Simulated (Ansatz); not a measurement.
Input file for Ansatz (a first-principles code): R-B3LYP-D3(BJ)/def2-TZVP on AlH (SMILES [AlH]), 2S+1 = 1, a spin state set in the input, which need not be the lowest.

Ansatz 0.2 input:
```yaml
crystal:
  periodic: [false, false, false]
  atoms:
    - {symbol: Al, position_ang: [0.80667583, 0.00000000, 0.00000000]}
    - {symbol: H, position_ang: [-0.80667583, 0.00000000, 0.00000000]}
basis:
  gaussian:
    orbitals: def2-TZVP
hamiltonian:
  xc: b3lyp
  dispersion: d3bj
relax: {f_tol: 0.003, max_steps: 120}
```

Program output:

```
WARN ansatz: RAYON_NUM_THREADS=2 ignored (pool sized by the plan → 2); use --threads N
Functional definition: B3LYP
integrals: 0.00 GiB planned
303 factors; their error is unknown
mean field: 0.09 GiB planned
mean field evaluation 1: about -6611.9513 eV, gradient 1.1e1 eV
mean field evaluation 2: about -6612.3446 eV, gradient 5.5e0 eV
mean field evaluation 4: about -6612.5082 eV, gradient 1.4e-1 eV
mean field evaluation 8: about -6612.5175 eV, gradient 2.8e-3 eV
mean field -6612.51748362 eV, -243.0055353978 hartree, gradient 3.9e-5 eV, S^2 0.000000; 0 other end points of the search recorded, 0 dependent functions left out
the calculation of the forces begins
reference -6612.51765567 eV, -243.0055417205 hartree; 7, 7 occupied and 36, 36 virtual orbitals, 303 factors
relax step   1: F+E_penalty+E_count = -6612.54155255 eV  Δ(F+E_penalty+E_count) = +0.000e0 eV  max|allowed force component| = 5.158e-1 eV/Å  Δτ_max = 0.0000 Å  (21 SCF iters, accepted)
these checks for a lower state are left out or cut short: starts, cluster_reference, orbital_swaps, neighbouring_geometries, increment
integrals: 0.00 GiB planned
303 factors; their error is unknown
mean field: 0.09 GiB planned
mean field evaluation 16: about -6612.5289 eV, gradient 2.0e-2 eV
mean field -6612.52888231 eV, -243.0059542918 hartree, gradient 2.3e-5 eV, S^2 0.000000; 0 other end points of the search recorded, 0 dependent functions left out
the calculation of the forces begins
reference -6612.52905512 eV, -243.0059606425 hartree; 7, 7 occupied and 36, 36 virtual orbitals, 303 factors
relax step   2: F+E_penalty+E_count = -6612.55301984 eV  Δ(F+E_penalty+E_count) = -1.147e-2 eV  max|allowed force component| = 1.160e-1 eV/Å  Δτ_max = 0.0184 Å  (23 SCF iters, accepted)
these checks for a lower state are left out or cut short: starts, cluster_reference, orbital_swaps, neighbouring_geometries, increment
integrals: 0.00 GiB planned
303 factors; their error is unknown
mean field: 0.09 GiB planned
mean field -6612.52953258 eV, -243.0059781887 hartree, gradient 2.3e-5 eV, S^2 0.000000; 0 other end points of the search recorded, 0 dependent functions left out
the calculation of the forces begins
reference -6612.52970563 eV, -243.0059845481 hartree; 7, 7 occupied and 36, 36 virtual orbitals, 303 factors
relax step   3: F+E_penalty+E_count = -6612.55370005 eV  Δ(F+E_penalty+E_count) = -6.802e-4 eV  max|allowed force component| = 1.248e-3 eV/Å  Δτ_max = 0.0058 Å  (23 SCF iters, accepted)
integrals: 0.00 GiB planned
303 factors; their error is unknown
mean field: 0.09 GiB planned
mean field evaluation 32: about -6612.5203 eV, gradient 2.5e-2 eV
mean field -6612.52953258 eV, -243.0059781887 hartree, gradient 2.3e-5 eV, S^2 0.000000; 1 other end points of the search recorded, 0 dependent functions left out
the calculation of the forces begins
reference -6612.52970563 eV, -243.0059845481 hartree; 7, 7 occupied and 36, 36 virtual orbitals, 303 factors
Total energy: -6612.55387310 eV, -243.0068726865 hartree
Atom 0 at     0.830964     0.000000    -0.000000 Å, force     0.001248    -0.000000    -0.000000 eV/Å
Atom 1 at    -0.830964    -0.000000     0.000000 Å, force    -0.001248     0.000000     0.000000 eV/Å
Dipole moment:     0.044281    -0.000000    -0.000000 e Å
```

Self-consistency was reached.

Cost: roughly 0.7 core-seconds.
